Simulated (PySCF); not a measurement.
Geometry (Å), atoms numbered from 1 in this order:
```xyz
15

Si    1.0619   -0.2588   -0.1062
H     1.5445    0.0234    1.2886
H     2.2713   -0.4862   -0.9663
N     0.0637    1.1046   -0.4604
C     0.1095    2.3968    0.1745
H    -0.4601    1.0845   -1.3289
H    -0.9019    2.7970    0.3655
H     0.6092    2.3111    1.1521
H     0.6636    3.1606   -0.4042
N     0.1308   -1.6880   -0.3554
C    -1.1535   -1.9624    0.2388
H     0.5961   -2.4933   -0.7568
H    -1.1017   -2.5967    1.1451
H    -1.6277   -1.0125    0.5299
H    -1.8384   -2.4566   -0.4724
```

Calculated, not measured (PySCF 2.14.0 with density-fitted response routines): geometry: PBE0-D3(BJ)/def2-SVP, NMR shieldings at KT2/pcSseg-1/GIAO. No solvent, equivalent nuclei averaged, a single conformation, no relativistic terms.

δ = σ(ref) − σ, references computed at the same level: 13C (σref 183.22) and 1H (σref 31.18) and 29Si (σref 361.05) against TMS; 15N (σref 264.30) against NH3.

```tsv
atoms	nucleus	count	δ (ppm)
N4/N10	15N	2	31.1
C5/C11	13C	2	30.8
H7/H8/H9/H13/H14/H15	1H	6	2.74
Si1	29Si	1	?
H2/H3	1H	2	?
H6/H12	1H	2	-0.11
```

Complete the table.

## Answers


- H2/H3: 5.01 ppm, hydrogen on a silicon bonded to 2 N
- Si1: -34.1 ppm, silicon bonded to 2 N, 2 H

OH and NH positions are those of a molecule without intermolecular hydrogen bonds; in solution they move with solvent, concentration and temperature, and exchange usually removes their couplings. Shifts are as computed. Against solution values, carbons near 30 ppm lie about +2 ppm off and those near 130 ppm about -5 ppm. Of 1211 compounds with measured shifts, 218 miss one by over three times the rms of a fit or turn the order of signals round; such compounds aren't used in these exercises. Experimental scales use liquid or dissolved standards, which lie at an offset from isolated NH3 (liquid NH3: subtract about 20 ppm).
